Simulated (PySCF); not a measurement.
This PySCF input asks for the NMR shieldings of AlMe2(OtBu) (SMILES [CH3][Al]([CH3])[O]C(C)(C)C); the geometry comes from PBE0-D3(BJ)/def2-SVP.

```python
import basis_set_exchange as bse
import numpy as np
from pyscf import gto, dft
from pyscf.prop import nmr

atoms = """
Al    0.675392    1.309561    0.813931
C     2.522375    0.683282    0.986232
H     3.119051    1.324730    1.654600
H     3.027513    0.673377    0.004786
H     2.574048   -0.347904    1.373929
C     0.036917    3.040845    1.445630
H    -0.870986    2.928621    2.061361
H    -0.243965    3.683984    0.593953
H     0.786754    3.586168    2.040096
O    -0.512929    0.347573    0.059548
C    -0.757316   -0.866106   -0.598456
C     0.507839   -1.358206   -1.302017
C    -1.217899   -1.890780    0.437404
C    -1.862834   -0.616536   -1.622860
H     0.324271   -2.297146   -1.846028
H     0.857191   -0.606701   -2.027662
H     1.315241   -1.537431   -0.575439
H    -0.425823   -2.062324    1.183301
H    -1.464892   -2.856556   -0.029452
H    -2.109355   -1.517528    0.963117
H    -1.535850    0.140919   -2.351192
H    -2.762971   -0.236205   -1.118038
H    -2.124491   -1.536009   -2.168476
"""
names = {"Al": "pcSseg-2", "C": "pcSseg-1", "H": "pcSseg-1", "O": "pcSseg-1"}
basis = {el: gto.basis.parse(bse.get_basis(n, elements=[el], fmt="nwchem")) for el, n in names.items()}
mol = gto.M(atom=atoms, basis=basis, charge=0, verbose=0)
mf = dft.RKS(mol, xc="PBE")
mf.grids.level = 2
mf.grids.alignment = dft.numint.BLKSIZE   # the property module wants whole blocks of grid points
mf.conv_tol = 1e-9
mf.kernel()

calc = nmr.RKS(mf)   # GIAO
sigma = calc.kernel()   # uncoupled for a functional without exact exchange
for i, s in enumerate(sigma):   # ppm
    w = np.linalg.eigvalsh((s + s.T) / 2)
    print("%2d %-2s iso %8.1f  s11 %8.1f  s22 %8.1f  s33 %8.1f" % (i, mol.atom_pure_symbol(i), w.mean(), *w))
```

Q: What are the results?

A: 
```
 0 Al iso    339.2  s11    255.3  s22    319.8  s33    442.6
 1 C  iso    188.5  s11    181.7  s22    190.5  s33    193.2
 2 H  iso     31.6  s11     27.2  s22     28.9  s33     38.9
 3 H  iso     31.5  s11     27.5  s22     30.0  s33     37.1
 4 H  iso     31.5  s11     27.1  s22     30.4  s33     37.2
 5 C  iso    192.1  s11    186.5  s22    193.8  s33    196.0
 6 H  iso     31.6  s11     27.1  s22     29.5  s33     38.2
 7 H  iso     31.6  s11     27.3  s22     29.4  s33     38.1
 8 H  iso     31.8  s11     27.4  s22     29.3  s33     38.8
 9 O  iso    159.8  s11     76.3  s22    187.6  s33    215.4
10 C  iso    107.1  s11     85.3  s22     88.8  s33    147.3
11 C  iso    143.7  s11    125.0  s22    128.6  s33    177.4
12 C  iso    143.8  s11    121.9  s22    129.8  s33    179.7
13 C  iso    145.1  s11    126.2  s22    128.9  s33    180.2
14 H  iso     29.8  s11     26.3  s22     27.7  s33     35.5
15 H  iso     30.1  s11     27.4  s22     28.9  s33     34.0
16 H  iso     29.8  s11     26.5  s22     29.3  s33     33.6
17 H  iso     30.1  s11     27.2  s22     29.0  s33     34.1
18 H  iso     30.0  s11     26.5  s22     27.5  s33     35.9
19 H  iso     29.7  s11     27.3  s22     27.6  s33     34.3
20 H  iso     30.0  s11     27.3  s22     28.2  s33     34.5
21 H  iso     29.8  s11     27.2  s22     27.8  s33     34.5
22 H  iso     30.1  s11     26.7  s22     27.7  s33     36.0
```

These numbers come from an equivalent density-fitted implementation of the same equations, which agrees with the script to about 0.01 ppm for H and up to a few tenths of a ppm for heavy atoms, so last digits may differ.

Q: Turn these shieldings into chemical shifts. Scale: [Al(H2O)6]3+ for ²⁷Al (560.82 ppm); ¹³C (180.03 ppm), ¹H (31.20 ppm) against TMS; H2O for ¹⁷O (334.63 ppm) (reference shieldings calculated alike).

A: Averaging equivalent atoms: Al 0: 221.6; C 10: 72.9; C 11/12/13: 35.8; C 1/5: -10.3; H 14/15/16/17/18/19/20/21/22: 1.25; H 2/3/4/6/7/8: -0.43; O 9: 174.9 ppm. Experimental scales use liquid or dissolved standards, which lie at an offset from isolated H2O (liquid H2O: subtract about 36 ppm).

Size and cost of the density-fitted run: 237 basis functions; peak memory 1.8 GiB.
